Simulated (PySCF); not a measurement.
Molecule: `C[SiH](C)[SiH2]O`, C$_{2}$H$_{10}$OSi$_{2}$.

Mapped SMILES: `[CH3:1][SiH:2]([CH3:3])[SiH2:4][OH:5]`. Hydrogens are named by the atom that carries them.

Geometry PBE0-D3(BJ)/def2-SVP throughout; GIAO in PySCF 2.14, gas phase, one conformer, non-relativistic; equivalent atoms averaged; functional PBE0.

**Question.** How do the absolute shieldings σ depend on the basis set? (ppm; last column core-seconds on shared hosts with different chips, so compare them loosely)

**Answer.** 
```csv
basis set,functions,C1/C3,Si4,Si2,O5,H(Si4),H(Si2),H(C1)/H(C3),H(O5),core-s
STO-3G,43,235.1,541.5,553.8,421.7,30.42,30.76,32.40,36.92,3.2
6-31G,73,204.8,429.6,473.2,362.3,27.42,28.93,32.13,33.77,6
6-31G*,98,199.1,409.3,445.5,340.6,26.44,27.74,31.59,32.08,7.9
def2-SVP,128,199.1,427.7,450.2,346.5,25.97,27.33,31.04,31.52,9.6
pcSseg-1,149,190.6,368.5,395.0,342.6,25.99,27.34,30.89,31.12,18
"6-311+G(2d,p)",211,192.1,361.7,386.2,329.5,25.87,27.19,31.17,31.77,20
def2-TZVP,227,192.5,351.0,375.4,330.9,25.84,27.13,31.17,31.59,23
```

**Question.** Which nucleus moves most, in ppm?

**Answer.** Si4 (silicon bonded to O, Si, 2 H): from 351.0 ppm with def2-TZVP to 541.5 ppm with STO-3G. The smallest spread is 1.51 ppm, at H(C1)/H(C3). Proton shifts span only some 12 ppm, so a few tenths of a ppm matter as much there as several ppm in carbon.

**Question.** Taking the largest basis, def2-TZVP (227 functions), as the yardstick, rank the others by their worst heavy-atom deviation.

**Answer.** 6-311+G(2d,p) 10.8 ppm (211 functions), pcSseg-1 19.6 ppm (149 functions), 6-31G* 70.1 ppm (98 functions), def2-SVP 76.8 ppm (128 functions), 6-31G 97.8 ppm (73 functions), STO-3G 190.5 ppm (43 functions).

A small basis that lands close on one nucleus may do so by chance; judge by the trend and by all nuclei.
